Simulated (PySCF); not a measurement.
## Working out the ionisation energy of Sc

Sc [Ar] 3d1 4s2 (2D) → Sc+ [Ar] 3d1 4s1 (3D). All numbers are calculated (PySCF 2.14, the spin-free X2C one-electron Hamiltonian (Gaussian nucleus), in aug-cc-pVDZ-DK (7s6p4d2f, 59 functions)). Frozen: [Ar]. Energies in hartree (1 hartree = 27.21139 eV):

```csv
part,Sc (lower),Sc+ (upper)
UHF,-763.283460,-763.085149
MP2 opposite-spin,-0.024243,0.000000
MP2 same-spin,-0.002509,-0.002510
```

Task: What does Hartree-Fock give?

Result: (-763.085149) − (-763.283460) = 0.198311 hartree = 5.396 eV.

Task: What do MP2 and SCS-MP2 (6/5 opposite-spin, 1/3 same-spin) give?

Result: The opposite-spin parts differ by 0.660 eV and the same-spin parts by 0.000 eV. MP2: 5.396 + (0.660) + (0.000) = 6.056 eV. SCS-MP2: 5.396 + 1.2 × (0.660) + (0.000)/3 = 6.188 eV.

Measured between the centres of the two terms (NIST): 6.562 eV, so MP2 (valence) is off by -0.506 eV.

A double-zeta basis recovers only part of the correlation energy.

What remains against the reference includes basis incompleteness, the frozen core and correlation beyond second order.
